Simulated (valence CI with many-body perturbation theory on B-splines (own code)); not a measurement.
The numbers below are computed, except where a source is named.
## Hyperfine factors and g values of Eu⁴⁹⁺

Level of theory: relativistic CI+MBPT: four valence electrons over a frozen Dirac-Fock core [Ne], a basis of 11 s, 11 p, 9 d, 7 f, 5 g, 2 h, 1 i functions for each j, with the one-electron correlation potential Σ1, the two-electron term Σ2, the three-electron term Σ3, Breit, model QED; selected CI, second order for the rest (own B-spline code, finite nucleus).

The last digits are not significant, and no measured levels were compared; by estimate large intervals hold to a few tenths of a per cent, small ones and those within an open d or f shell to about a per cent.

A/g_I is the dipole constant over the nuclear g factor μ/I (μ in nuclear magnetons, uniformly magnetised nucleus), B/Q the quadrupole constant per barn. Both hold the static response of the core; the bare values leave it out. Large factors of s and p1/2 electrons are usually good to 5 to 10 %; those of open d and f shells near neutrality can be off by tens of per cent, and small factors of p3/2, d and f electrons come from cancelling terms and can be off by a factor of two or in sign, in half-filled shells by more. B is blank for J = 1/2, where it vanishes, and for nearly pure S terms. Energies count from the lowest level. Levels with J = 0 are left out.

Levels are named by their leading jj configuration (3d3/2^4 stands for four electrons in 3d with j = 3/2), which in mixed levels can hold well under half, so a name can repeat and another be missing. Letters in brackets count levels of one name in rising energy.

| Level | E (× 10³ cm⁻¹) | g | A/g_I (MHz) | A/g_I bare | B/Q (MHz/b) | B/Q bare |
| --- | --- | --- | --- | --- | --- | --- |
| (3s^2 3p1/2 3p3/2) J=1 | 1276.8 | 1.493 | -69300 | -65100 | 119000 | 117000 |
| (3s^2 3p1/2 3p3/2) J=2 | 1339.5 | 1.174 | 314000 | 309000 | 209000 | 206000 |
| (3s 3p1/2^2 3p3/2) J=2 | 2326.8 | 1.560 | 751000 | 738000 | 210000 | 207000 |
| (3s 3p1/2^2 3p3/2) J=1 | 2517.6 | 1.019 | -470000 | -456000 | 141000 | 139000 |
| (3s^2 3p3/2^2) J=2 | 2662.1 | 1.308 | 126000 | 125000 | 28300 | 27800 |
| (3s^2 3p1/2 3d3/2) J=2 | 2724.9 | 0.758 | 270000 | 267000 | 45500 | 46800 |
| (3s^2 3p1/2 3d3/2) J=1 | 2997.6 | 0.879 | -203000 | -194000 | 32400 | 32700 |
| (3s^2 3p1/2 3d5/2) J=2 | 3140.9 | 1.316 | -48700 | -44900 | 19200 | 20600 |
| (3s^2 3p1/2 3d5/2) J=3 | 3150.5 | 1.120 | 182000 | 181000 | 23500 | 25500 |
| (3s 3p1/2 3p3/2^2) J=2 [a] | 3582.3 | 1.486 | 466000 | 458000 | 90000 | 88600 |
| (3s 3p1/2 3p3/2^2) J=3 | 3686.2 | 1.305 | 642000 | 630000 | 24800 | 24500 |
| (3s 3p1/2^2 3d3/2) J=1 | 3799.2 | 0.410 | -590000 | -574000 | 18500 | 19200 |
| (3s 3p1/2^2 3d3/2) J=2 | 3843.8 | 1.154 | 682000 | 669000 | 36300 | 37500 |
| (3s 3p1/2 3p3/2^2) J=1 [a] | 3852.6 | 1.267 | 635000 | 623000 | -178000 | -175000 |
| (3s 3p1/2 3p3/2^2) J=2 [b] | 3866.3 | 1.087 | 81700 | 82600 | -21600 | -21200 |
| (3s 3p1/2 3p3/2^2) J=1 [b] | 3935.3 | 1.363 | 352000 | 348000 | 110000 | 108000 |
| (3s 3p1/2^2 3d5/2) J=3 | 4192.2 | 1.361 | 466000 | 458000 | 34100 | 35900 |
| (3s^2 3p3/2 3d3/2) J=3 | 4250.6 | 1.108 | 113000 | 113000 | 233000 | 231000 |
| (3s^2 3p3/2 3d3/2) J=2 | 4259.9 | 1.061 | 37100 | 39200 | -24000 | -23600 |
| (3s^2 3p3/2 3d3/2) J=1 | 4267.0 | 1.130 | 138000 | 138000 | -111000 | -110000 |
| (3s 3p1/2^2 3d5/2) J=2 | 4283.1 | 1.023 | -368000 | -357000 | 10000 | 11900 |
| (3s^2 3p3/2 3d5/2) J=4 | 4394.0 | 1.242 | 62500 | 63600 | 291000 | 289000 |
| (3s^2 3p3/2 3d5/2) J=2 | 4439.2 | 1.259 | 75900 | 76800 | -157000 | -154000 |
| (3s^2 3p3/2 3d5/2) J=3 | 4624.0 | 1.181 | 74500 | 75100 | 21500 | 23000 |
| (3s^2 3p3/2 3d5/2) J=1 | 4680.6 | 1.085 | -20400 | -17500 | 36400 | 36600 |
| (3s 3p1/2 3p3/2 3d3/2) J=2 [a] | 4885.0 | 1.188 | 179000 | 178000 | 21300 | 21100 |
| (3s 3p1/2 3p3/2 3d3/2) J=1 [a] | 4963.7 | 1.170 | 317000 | 313000 | -111000 | -110000 |
| (3s 3p1/2 3p3/2 3d3/2) J=3 [a] | 4995.9 | 1.152 | 429000 | 422000 | 42300 | 42300 |
| (3s 3p1/2 3p3/2 3d3/2) J=2 [b] | 5004.0 | 1.170 | 242000 | 240000 | -43300 | -42900 |
| (3s 3p1/2 3p3/2 3d3/2) J=4 | 5099.5 | 1.191 | 504000 | 496000 | 168000 | 167000 |
| (3s 3p3/2^3) J=2 | 5157.4 | 1.402 | 755000 | 739000 | -234000 | -231000 |
| (3s 3p1/2 3p3/2 3d3/2) J=2 [c] | 5194.4 | 0.901 | 260000 | 256000 | -72900 | -71300 |
| (3s 3p1/2 3p3/2 3d3/2) J=3 [b] | 5226.5 | 1.356 | 455000 | 448000 | 183000 | 180000 |
| (3s 3p1/2 3p3/2 3d5/2) J=4 [a] | 5249.5 | 1.391 | 286000 | 283000 | 282000 | 280000 |

(1) Take the isotope of mass number 151, with I = 5/2, μ = 3.4635 μN and Q = 0.903 b. What is the hyperfine structure of (3s^2 3p1/2 3p3/2) J=2?

Answers

(1) From the table A = 434000 MHz, B = 189000 MHz. Shifts from the centre of gravity in MHz: F = 1/2: -2910000, F = 3/2: -2340000, F = 5/2: -1350000, F = 7/2: 137000, F = 9/2: 2220000.
